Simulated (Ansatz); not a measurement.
Saddle point of AlSiN2H9, singlet (AlN₂H₅ ([NH2][AlH][NH2]) + SiH₄ → AlSiN₂H₇ ([NH2][Al]([NH2])[SiH3]) + H₂; bonds formed: Al1–Si6, H2–H5; bonds broken: Al1–H2, H5–Si6), PBE0-D4/def2-TZVP structure:

Al1  (0.442, 0.390, 0.499)
H2  (1.373, -1.007, 0.919)
N3  (1.127, 1.529, -0.669)
N4  (-0.460, 0.796, 1.966)
H5  (0.617, -1.249, 0.164)
Si6  (-0.806, -1.324, -1.120)
H7  (1.044, 1.449, -1.668)
H8  (1.797, 2.241, -0.430)
H9  (-0.466, 0.240, 2.804)
H10  (-1.204, 1.474, 1.988)
H11  (-1.695, -0.249, -1.663)
H12  (-0.090, -1.927, -2.280)
H13  (-1.680, -2.363, -0.509)
(Å)

Energies are electronic, without zero-point energy. Barriers and step energies count from the start structure reached by relaxing down the imaginary mode; all methods use the PBE0-D4 structures, on which another method's saddle can fall below an end. Ansatz 0.2.0; basis: def2-TZVPP, with def2-QZVPP for the basis limit; cores frozen in the correlated methods. B3LYP uses VWN-RPA correlation. Extrapolation: Hartree–Fock as exp(−7.88 √X), correlation as X^−2.97.

| method | barrier (kJ/mol) | step energy (kJ/mol) |
| --- | --- | --- |
| SPW92 | 116.7 | 18.5 |
| PBE-D4 | 136.4 | 7.9 |
| BLYP-D4 | 160.9 | 17.5 |
| r2SCAN-D4 | 149.1 | 16.3 |
| B97M-V | 160.6 | 30.1 |
| PBE0-D4 | ? | 13.8 |
| B3LYP-D4 | 172.2 | 21.7 |
| r2SCAN0-D4 | 162.5 | 20.2 |
| BHLYP-D4 | 193.9 | 29.2 |
| CAM-B3LYP-D4 | 182.8 | 27.0 |
| wB97X-V | 183.0 | 22.5 |
| wB97M-V | 183.8 | 28.8 |
| B2PLYP | 181.2 | 20.6 |
| PBE-QIDH | 173.3 | 18.8 |
| RPA on PBE | ? | 20.1 |
| HF | ? | 35.4 |
| MP2 | 186.8 | 21.2 |
| CCSD | 192.8 | 22.6 |
| CCSD(T) | 183.7 | 19.6 |

(1) Fill in the withheld barriers. (An estimate is asked for; the value comes from the calculation.)

No T1 diagnostic of these runs exceeds 0.013.

Answers

(1) Computed: RPA on PBE 184.1; PBE0-D4 153.0; HF 242.1 kJ/mol. Each is the energy of the saddle less that of the start structure, by the same method.

For comparison, the barrier by CCSD(T) at an estimated basis limit (MP2 extrapolated from triple and quadruple zeta, plus CCSD(T) − MP2 in triple zeta) is 180.5 kJ/mol.

Labels in which every atom is bracketed show which atoms are joined, not bond orders.

For scale, one of the runs: CCSD(T)/def2-TZVPP, 272 basis functions, launched by `ansatz run in.yaml --threads 4 --pin off --events-out ev --progress --plain --max-ram 9574MiB`. Time: 4.9 min of wall clock on 4 CPU threads of an AMD EPYC; the host was shared. Peak host memory: 6.8 GiB.
